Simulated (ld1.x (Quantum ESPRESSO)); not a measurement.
## Reading a pseudo-wave (Al)

Columns: radius, all-electron u(r) and pseudo u(r) of the 3p shell (level -3.03 eV) of aluminium in the configuration [Ne] 3s1.5 3p1.5; revPBE, scalar-relativistic, PAW scheme, ld1.x (Quantum ESPRESSO) 7.5.

```
r (bohr)  all-electron   pseudo
   0.180        0.1506  -0.0091
   0.360        0.2181  -0.0358
   0.540        0.1666  -0.0780
   0.720        0.0623  -0.1327
   0.900       -0.0549  -0.1961
   1.080       -0.1665  -0.2636
   1.260       -0.2649  -0.3312
   1.440       -0.3481  -0.3947
   1.620       -0.4169  -0.4508
   1.800       -0.4720  -0.4973
   1.980       -0.5135  -0.5328
   2.160       -0.5424  -0.5571
   2.340       -0.5602  -0.5708
   2.520       -0.5685  -0.5753
   2.700       -0.5686  -0.5723
   2.880       -0.5622  -0.5637
   3.060       -0.5505  -0.5508
   3.240       -0.5348  -0.5348
   3.420       -0.5159  -0.5159
   3.600       -0.4949  -0.4949
   3.780       -0.4724  -0.4724
   3.960       -0.4491  -0.4491
   4.140       -0.4254  -0.4254
   4.320       -0.4019  -0.4019
   4.500       -0.3787  -0.3787
   4.680       -0.3562  -0.3562
```

Task: How many radial nodes do the two functions have?

Result: The all-electron 3p function has n − l − 1 = 1; the pseudo-wave has 0, since the states of the same l below it are removed with the core.

Task: At about which radius was the pseudo-wave matched?

Result: 3.30 bohr. The columns agree to 0.0005 from 3.06 bohr on; several derivatives are matched, so the curves merge somewhat inside the radius.

Task: Is the pseudo-wave norm-conserving?

Result: No, it belongs to a PAW set: the norm inside the radius is not constrained, and the difference is carried by the augmentation charge.
